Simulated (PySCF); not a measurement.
## Computed properties of trichloro(chlorosilyl)silane (Cl4H2Si2), SMILES Cl[SiH2][Si](Cl)(Cl)Cl

Cl4H2Si2, SMILES Cl[SiH2][Si](Cl)(Cl)Cl. Geometry: r2SCAN-D4/def2-SVP. The values are those of a single conformer. All values are computed for the isolated molecule unless a solvent is named; none is compared with measurement here.

**Structure.** The optimised structure has Cs symmetry. All 18 harmonic modes at r2SCAN-D4/def2-SVP (PySCF) are real, so it is a minimum. With heavy atoms numbered as in [SiH2:1]([Cl:2])[Si:3]([Cl:4])([Cl:5])[Cl:6], the shortest bond between them is Si3–Cl4 at 2.059 Å and the longest Si1–Si3 at 2.332 Å.

**Vibrations.** The strongest infrared lines (harmonic, unscaled, degenerate partners summed) lie at 818 cm⁻¹ (185 km/mol, H 85 %, Si 14 %), 603 cm⁻¹ (153 km/mol, Si 67 %, Cl 31 %), 532 cm⁻¹ (122 km/mol, Si 58 %, Cl 40 %). The softest mode is at 35 cm⁻¹ and the zero-point energy is 15.7 kcal/mol.

**Electronic structure.** r2SCAN/def2-TZVP (PySCF) places the frontier levels at -7.63 and -1.83 eV, a gap of 5.80 eV, and gives a dipole moment of 1.28 D and a mean polarisability of 98.4 bohr³. PBE/def2-TZVP (PySCF) at the same geometry gives -7.31 and -2.06 eV, so its gap is 0.55 eV narrower. An orbital gap is neither the optical nor the fundamental gap.

**Excitations.** TDDFT-PBE0/def2-SVPD (PySCF) has S1 at 6.07 eV (204 nm, f = 0.024, weak); the most intense of the 10 singlets computed lies at 6.71 eV (f = 0.15). T1 (TDA) is at 5.37 eV. TDDFT-PBE/def2-SVPD (PySCF) puts S1 at 5.54 eV. No vertical singlet excitation falls in the visible range (under 3.1 eV).

**NMR.** GIAO shifts at HF/pcSseg-1 (PySCF) (non-relativistic, atoms alike by connectivity averaged): ¹H at 5.0 ppm against TMS; ²⁹Si from -27.3 to 28.1 ppm against TMS. Without spin–orbit terms, shifts of atoms bonded to Cl or Br come out too high.
